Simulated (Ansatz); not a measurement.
Relaxation of ZrH₄ with RKS PBE-D4/def2-TZVP.

```sh
$ ansatz run in.yaml --threads 4 --pin off --events-out ev --progress --plain --max-ram 3916MiB
```

```yaml
crystal:
  periodic: [false, false, false]
  atoms:
    - {symbol: Zr, position_ang: [0.000680, 0.003910, 0.000810]}
    - {symbol: H, position_ang: [0.010660, -0.019090, 1.918700]}
    - {symbol: H, position_ang: [1.804530, 0.009360, -0.650970]}
    - {symbol: H, position_ang: [-0.916040, 1.568130, -0.622590]}
    - {symbol: H, position_ang: [-0.899830, -1.562310, -0.645950]}
basis:
  gaussian: {orbitals: def2-TZVP}
hamiltonian: {xc: pbe, dispersion: d4}
scf: {omitted_lower_state_checks: [starts]}
output: {orbitals: {seedname: orbitals}}
relax: {f_tol: 0.02, max_steps: 100}
```

Run time 2 s (4 threads of Arm Neoverse V2 on a shared host).

Positions (Å) and forces (eV/Å) at steps 1, 2, 3, 4, 5 of 5:

```xyz
5
step=1 energy=-1342.8888 eV
Zr    0.001    0.004    0.001   -0.005   -0.036   -0.006
H     0.011   -0.019    1.919   -0.002    0.014   -0.643
H     1.805    0.009   -0.651   -0.605    0.005    0.220
H    -0.916    1.568   -0.623    0.307   -0.516    0.210
H    -0.900   -1.562   -0.646    0.304    0.534    0.219
5
step=2 energy=-1342.5966 eV rejected
Zr   -0.001   -0.006   -0.001    0.011    0.089    0.009
H     0.011   -0.011    1.726    0.009   -0.017    1.637
H     1.624    0.015   -0.584    1.540    0.007   -0.556
H    -0.820    1.412   -0.557   -0.763    1.305   -0.518
H    -0.814   -1.409   -0.584   -0.797   -1.384   -0.572
5
step=3 energy=-1342.9623 eV
Zr    0.000    0.000    0.000    0.003    0.028    0.002
H     0.011   -0.016    1.824    0.002   -0.002    0.304
H     1.716    0.011   -0.618    0.286    0.003   -0.103
H    -0.870    1.492   -0.591   -0.137    0.236   -0.093
H    -0.856   -1.486   -0.615   -0.153   -0.265   -0.110
5
step=4 energy=-1342.9785 eV
Zr    0.000    0.000    0.000    0.000    0.000    0.000
H     0.011   -0.016    1.849    0.000    0.000    0.023
H     1.739    0.012   -0.626    0.021    0.000   -0.008
H    -0.881    1.511   -0.598   -0.011    0.019   -0.007
H    -0.869   -1.507   -0.624   -0.011   -0.019   -0.008
5
step=5 energy=-1342.9786 eV
Zr    0.000    0.000    0.000    0.000    0.000    0.000
H     0.011   -0.016    1.851    0.000    0.000    0.001
H     1.741    0.012   -0.627    0.001    0.000    0.000
H    -0.882    1.513   -0.599    0.000    0.001    0.000
H    -0.870   -1.509   -0.625    0.000   -0.001    0.000
```

In the def2 sets Zr takes a core potential; there is no spin–orbit coupling.
